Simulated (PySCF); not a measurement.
Si(H)(F) cation (FHSi), SMILES F[SiH] (connectivity only; charge and spin as stated), charge +1, multiplicity 2.

Coordinates come from a TPSSh-D3(BJ)/def2-TZVPD optimisation. The spin state was assumed, not searched. The isomer is the one that the SMILES or the coordinates give; other isomers of the formula were not compared.

Method: PySCF with r2SCAN/def2-TZVPD.

Gas-phase values at a fixed geometry.

Computed frontier levels, dipole moment and polarisability:
| Property | Result |
|---|---|
| α spin, highest occupied and lowest empty level | -14.76 and -11.06 eV |
| β spin, highest occupied and lowest empty level | -18.19 and -11.89 eV |
| dipole moment about the centre of nuclear charge | 3.61 D |
| mean static polarisability | 20.7 bohr³ (3.07 Å³) |
| polarisability, principal values | 19.2, 19.4, 23.5 bohr³ |
| ⟨S²⟩ | 0.758 (pure state 0.75) |
